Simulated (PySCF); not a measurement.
Cost of excited-state runs on `C=C[C@@H]1C=C[C@H](F)[SiH2]1`, C₆H₉FSi

Molfile (atoms numbered from 1):
```
C6H9FSi
     RDKit          3D

 17 17  0  0  0  0  0  0  0  0999 V2000
    2.8893    0.2456   -0.2232 C   0  0  0  0  0  0  0  0  0  0  0  0
    1.6544   -0.1928   -0.3883 C   0  0  0  0  0  0  0  0  0  0  0  0
    0.5214    0.0829    0.5442 C   0  0  2  0  0  0  0  0  0  0  0  0
   -0.2775   -1.1643    0.8121 C   0  0  0  0  0  0  0  0  0  0  0  0
   -1.5810   -1.1763    0.5918 C   0  0  0  0  0  0  0  0  0  0  0  0
   -2.2298    0.0782    0.0900 C   0  0  2  0  0  0  0  0  0  0  0  0
   -2.9220   -0.1780   -1.0943 F   0  0  0  0  0  0  0  0  0  0  0  0
   -0.7725    1.3109   -0.1801 Si  0  0  0  0  0  4  0  0  0  0  0  0
    3.1710    0.8380    0.6323 H   0  0  0  0  0  0  0  0  0  0  0  0
    3.6697    0.0379   -0.9351 H   0  0  0  0  0  0  0  0  0  0  0  0
    1.3973   -0.7831   -1.2582 H   0  0  0  0  0  0  0  0  0  0  0  0
    0.9336    0.4567    1.4870 H   0  0  0  0  0  0  0  0  0  0  0  0
    0.2542   -2.0308    1.1792 H   0  0  0  0  0  0  0  0  0  0  0  0
   -2.2014   -2.0469    0.7426 H   0  0  0  0  0  0  0  0  0  0  0  0
   -3.0014    0.4211    0.7899 H   0  0  0  0  0  0  0  0  0  0  0  0
   -0.9207    2.5198    0.6320 H   0  0  0  0  0  0  0  0  0  0  0  0
   -0.5917    1.5931   -1.5997 H   0  0  0  0  0  0  0  0  0  0  0  0
  1  2  2  0
  2  3  1  0
  3  4  1  0
  4  5  2  0
  5  6  1  0
  6  7  1  0
  6  8  1  0
  8  3  1  0
  1  9  1  0
  1 10  1  0
  2 11  1  0
  3 12  1  1
  4 13  1  0
  5 14  1  0
  6 15  1  1
  8 16  1  0
  8 17  1  0
M  END
```

PySCF with density fitting, on 1 thread of an Intel Xeon Platinum 8259CL, shared host. Command: `OMP_NUM_THREADS=1 python excited_run.py task.json out`

(1) How long does this run take, and how much memory?
- circular dichroism and optical rotation, B3LYP/def2-SVPD; 16 states

Answers

(1) 
```csv
run,level,basis functions,wall time,peak memory (GiB)
circular dichroism and optical rotation,B3LYP/def2-SVPD,239,110 s,1
```
Times from a shared host are rough.
